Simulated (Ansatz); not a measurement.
`[SeH][SiH2][TeH]` + H₂S → `S[SiH2][SeH]` + H₂Te at 500 K and 1 bar (ligand exchange at the Si–Te bond).

Isolated molecules relaxed with PBE0-D4/def2-TZVP in Ansatz; ΔE leaves out vibrations. CCSD(T)/CBS is the MP2 limit (def2-TZVPP, def2-QZVPP) plus CCSD(T) − MP2 in def2-TZVPP, frozen cores. This one scheme is used for every species. def2 core potentials past Kr. For Se, Te outer-core shells are correlated without core-valence functions, which leaves a few kJ/mol of doubt a bond. Scalar relativity is left out up to krypton. One conformer a species, not always the lowest.

```csv
species,CCSD(T)/CBS energy (Eh),H − E (kJ/mol),S (J/(mol·K))
`[SeH][SiH2][TeH]`,-2959.95331,125.2,409.2
H₂S,-398.97279,57.0,224.0
`S[SiH2][SeH]`,-3090.01366,130.2,383.1
H₂Te,-268.91024,48.9,247.6
```

H − E and S are ideal-gas, rigid-rotor, harmonic terms from PBE0-D4/def2-TZVP, for one conformer and one mirror image of each species. 1 Eh = 2625.50 kJ/mol, R = 8.31446 J/(mol·K).

Q: By hand: ΔE, ΔH, ΔS and ΔG.

A: ΔE = (-3090.01366) + (-268.91024) − (-2959.95331) − (-398.97279) = 0.00220 Eh = 5.8 kJ/mol. Δ(H − E) = 130.2 + 48.9 − 125.2 − 57.0 = -3.1, so ΔH = 2.7 kJ/mol. ΔS = 383.1 + 247.6 − 409.2 − 224.0 = -2.5 J/(mol·K). ΔG = 2.7 − 500 × (-2.5)/1000 = 4.0 kJ/mol.

Q: By hand: the equilibrium constant, and the temperature at which ΔG would vanish if ΔH and ΔS stayed fixed.

A: log₁₀ K = −ΔG/(RT ln 10) = -0.4. ΔH and −TΔS have one sign here, so there is no such temperature. One of them is within its doubt of zero, so this could turn.

TΔS isn't small against ΔH here. The sign of ΔG lies within the doubt. A doubt of 5 kJ/mol in ΔE shifts log₁₀ K by 0.5 here. Other conformers and mirror images would add mixing entropy, several J/(mol·K) or more a flexible species. These are equilibria of isolated gas molecules and say nothing of rates. Largest T1 diagnostic: 0.010 (customary marks: 0.02 for closed shells, 0.045 for open ones).
